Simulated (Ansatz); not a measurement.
Cartesian coordinates (Å):
```xyz
7

C     -0.8137     0.1969     0.2124
O      0.0956    -0.6800    -0.5121
C      1.3470    -0.4408    -0.3391
N      2.4794    -0.2532    -0.2057
H     -0.6609     1.2254    -0.1105
H     -0.6381     0.0982     1.2823
H     -1.8092    -0.1465    -0.0492
```
Charge +1, spin multiplicity 2.

Level of theory: frozen-core CCSD(T)/cc-pVTZ // B3LYP-D3(BJ)/def2-TZVP (Ansatz, a first-principles code). The geometry is that of the parent before the electron was removed.

```json
{
  "HF energy": "-206.45474 Ha",
  "MP2 correlation energy": "-0.68732 Ha"
}
```

Question: Estimate the CCSD correlation energy, the (T) correction, the total energy and the T1 diagnostic.

Answer: 
```json
{
  "CCSD correlation energy": "-0.71736 Ha",
  "(T) correction": "-0.03318 Ha",
  "CCSD(T) total energy": "-207.20528 Ha",
  "T1 diagnostic": "0.028"
}
```
